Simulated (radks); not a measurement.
Results of a calculation; reference values are marked as such.
Ti3+, 19 electrons, occupied as [Ar] 3d1.

Level of theory: scalar-relativistic Kohn-Sham, PBE, spin-unpolarised, spherical densities, finite nucleus; Fermi nuclear charge, rms radius 3.5921 fm (a radial shooting solver on a logarithmic mesh with Libxc functionals).

Energy parts (hartree):
part                       energy
total                  -851.80357
kinetic                 859.04509
electron-nucleus      -2002.06334
Hartree                 332.30210
exchange-correlation    -41.08742

Orbitals (lengths in bohr, moments of r in powers of bohr; <r^-3> diverges for s and p1/2):
orbital  occ.  eigenvalue (hartree)   <1/r>  <r^-3>
1s          2             -180.1591   21.80       -
2s          2             -20.98136   4.547       -
2p          6             -17.57410   4.450   264.6
3s          2              -3.49278   1.415       -
3p          6              -2.60633   1.294   31.86
3d          1              -1.27487   1.013   2.586
4s          0              -0.97172  0.5096       -
4p          0              -0.76784  0.4497   4.764

The highest occupied level is 3d at -34.691 eV. The electron density at the nucleus is 8541 e/bohr^3 (large components only). For comparison, the ionisation energy in NIST's Atomic Spectra Database is 43.267 eV (measured). In exact Kohn-Sham theory the highest level is minus the ionisation energy, but local and semilocal functionals leave it too shallow, through self-interaction and a potential that decays too fast; potentials with the right tail come closer. The density falls to 0.001 e/bohr^3 at r = 2.78 bohr. Summed over all electrons, <r^2> = 12.96 bohr^2, which gives a Langevin (diamagnetic) susceptibility term of -10.3 x 10^-6 cm^3/mol.

Beside tabulated values, note that spin-unpolarised runs miss the spin-polarisation part of the exchange energy of open shells.
